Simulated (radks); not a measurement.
Results of a calculation; reference values are marked as such.
Level of theory: non-relativistic Kohn-Sham, LDA (Slater exchange, Perdew-Wang correlation), spin-polarised, spherical densities, point nucleus; open shells are filled with parallel spins first (spin-orbit coupling, left out, can overturn this in heavy ions) (a radial shooting solver on a logarithmic mesh with Libxc functionals). Response by self-consistent Sternheimer equations with the Hartree and adiabatic LDA kernel. For heavy and open-shell atoms this level of theory can miss by tens of per cent. Rank Fe3+, Be, Ne, Tc+, H, Ga3+, Ne3+, Co3+ (NIST ground configurations) by static dipole polarisability, largest first.

Answer. Be 43.80, Tc+ 35.88, H 6.060, Ne 3.052, Fe3+ 1.908, Co3+ 1.837, Ga3+ 1.444, Ne3+ 0.6787 bohr^3.
